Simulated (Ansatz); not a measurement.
Cost and result for the atomization energy of C₃H₅FGe, SMILES `FC#C[CH2][GeH3]` (10 atoms, 9 bonds).

```xyz
10

F    -1.8792   -2.8366   -1.1911
C    -1.0911   -1.8461   -1.0251
C    -0.3460   -0.9212   -0.8874
C     0.5327    0.2061   -0.6637
Ge    0.2633    0.9758    1.1355
H     0.3534    0.9926   -1.4013
H     1.5803   -0.0924   -0.7534
H    -1.1906    1.4513    1.2686
H     1.2184    2.1679    1.3249
H     0.5588   -0.0974    2.1931
```

The species carries charge 0 and has multiplicity 1. Correlated methods include outer-core shells of Ge, which these sets cover unevenly. Scalar relativity is left out up to krypton. Geometry: relaxed with PBE0-D4/def2-TZVP. Program: Ansatz. All runs use 4 threads of an Arm Neoverse V1 on a shared host. Times are those of one run each, without the atoms' runs, and a repeat can differ threefold. Electronic energies, without spin–orbit coupling; frozen cores. CCSD(T)/CBS adds CCSD(T) − MP2 in def2-TZVPP to the MP2 limit, and its time is that of the two runs behind it. T1 = 0.012. With those shells the extrapolation isn't a true limit. B3LYP takes the VWN-RPA correlation (the form of Gaussian; ORCA's B3LYP/G).

CCSD(T)/CBS is a level of theory with its own doubt, some kJ/mol a heavy atom from the limit and from the frozen cores, so smaller differences don't rank the functionals.

```
                             level  functions  wall time  atomization (kJ/mol)  difference from CCSD(T)/CBS  per bond
   PBE-D4/def2-TZVPP (with forces)        242      2.6 s                3767.4                        104.6      11.6
                PBE0-D4/def2-TZVPP        242      3.3 s                3683.2                         20.4       2.3
 B3LYP-D4/def2-TZVPP (with forces)        242      4.8 s                3654.4                         -8.4      -0.9
r2SCAN-D4/def2-TZVPP (with forces)        242      5.5 s                3676.9                         14.1       1.6
                 B2PLYP/def2-TZVPP        242      6.5 s                3628.1                        -34.7      -3.9
                ωB97X-V/def2-TZVPP        242        8 s                3670.6                          7.8       0.9
  ωB97M-V/def2-TZVPP (with forces)        242       13 s                3660.7                         -2.1      -0.2
                    MP2/def2-QZVPP        467       26 s                3705.8                         43.0       4.8
                CCSD(T)/def2-TZVPP        242    3.7 min                3579.4                        -83.4      -9.3
                 CCSD(T)/CBS(def2)          –    4.1 min                3662.8                          0.0       0.0
```

The D4 term adds +29.4 kJ/mol with B3LYP and +15.4 kJ/mol with PBE0; it sums over pairs of atoms, weighted by their polarisabilities, and B3LYP, whose exchange is more repulsive, gets the larger term. From PBE to PBE0 (25 % exact exchange), in def2-TZVPP and without D4, the atomization energy moves by −81.5 kJ/mol: exact exchange takes away binding that semilocal exchange gives to molecules. In def2-TZVPP, CCSD(T) changes the Hartree–Fock value by +972.8 kJ/mol (the triples alone add +66.1 kJ/mol) and MP2 by +1050.6 kJ/mol; breaking electron pairs costs correlation energy, which Hartree–Fock lacks.
